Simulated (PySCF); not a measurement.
C6H12O2S.
SMILES with atom numbers: `[O:1]=[S:2]1(=[O:3])[CH2:4][CH2:5][CH2:6][CH2:7][CH2:8][CH2:9]1`

Probes without a nucleus sit at each ring's centroid and 1 Å off its mean plane on both sides; NICS is minus the shielding there, NICSzz its component along the normal. Level: GIAO PBE0/pcSseg-1 (PySCF, non-relativistic, gas phase) on the PBE0-D3(BJ)/def2-SVP geometry, one conformer.

Ring bond lengths (Å), with Mayer bond orders in brackets: S2–C4 1.802 (0.87), C4–C5 1.520 (1.01), C5–C6 1.528 (1.03), C6–C7 1.526 (1.04), C7–C8 1.527 (1.03), C8–C9 1.520 (1.00), C9–S2 1.798 (0.87).

Task: Give the NICS values of each ring in ppm.

Result: 
| ring | type | NICS(0) | NICS(1), two faces | NICS(1)zz, two faces | rms pucker (Å) | centre to ring atoms, mean (Å) |
| --- | --- | --- | --- | --- | --- | --- |
| S2–C4–C5–C6–C7–C8–C9 | 7-membered ring with S; formal bonds all single | -2.3 | -1.9 / -2.0 | 3.3 / 3.4 | 0.32 | 1.73 |

Task: What can be read from them?

Result: 
- S2–C4–C5–C6–C7–C8–C9: mean NICS(1)zz 3.4 ppm, deshielded. S2, C4, C5, C6, C7, C8, C9 have four or more neighbours, so the value isn't read as a sign of a π ring current.

Task: What are the shieldings of the ring atoms and their hydrogens in the same run (means over atoms taken as equivalent)?

Result: 
| atoms | environment | σ isotropic (ppm) | principal values of the symmetric part, first atom (ppm) |
| --- | --- | --- | --- |
| S2 | sulfonyl sulfur | 172.3 | 24.7, 187.6, 304.6 |
| C4 (×2) | sp3 carbon bound to sulfur | 121.4 | 96.0, 107.3, 158.7 |
| C5 (×2) | ring CH2 carbon | 161.6 | 156.9, 158.0, 169.6 |
| C6 (×2) | ring CH2 carbon | 151.2 | 145.4, 149.9, 158.1 |
| H on C4 (×4) | methylene hydrogen | 28.36 | 24.7, 28.0, 31.8 |
| H on C5 (×4) | methylene hydrogen | 29.62 | 23.4, 28.2, 37.0 |
| H on C6 (×4) | methylene hydrogen | 29.73 | 26.1, 28.5, 35.5 |

Task: How do the values depend on the level or the medium?

Result: 
```
                level  NICS(0), S2–C4–C5–C6–C7–C8–C9  mean NICS(1)zz, S2–C4–C5–C6–C7–C8–C9
   PBE0/pcSseg-1, gas                           -2.3                                   3.4
wB97X-D/pcSseg-1, gas                           -2.3                                   3.4
```

The geometry is the same throughout.
